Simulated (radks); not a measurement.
Task: Method: scalar-relativistic Kohn-Sham, LDA (Slater exchange, VWN5 correlation), spin-unpolarised, spherical densities, finite nucleus; Fermi nuclear charge, rms radius of each element as measured or else 0.836 A^(1/3) + 0.57 fm; computed with a radial shooting solver on a logarithmic mesh with Libxc functionals. Response by self-consistent Sternheimer equations with the Hartree and adiabatic LDA kernel, the relativistic mass of each level held fixed and spin-orbit coupling left out. Estimate the static dipole polarisabilities of Rb7+ ([Ar] 3d10 4s2) and Ge2+ ([Ar] 3d10 4s2) and the C6 coefficients of the three pairs.

Result: alpha = 2.077 and 9.851 bohr^3; C6 = 3.490 (Rb7+-Rb7+), 10.97 (Rb7+-Ge2+), 37.92 (Ge2+-Ge2+) hartree bohr^6.
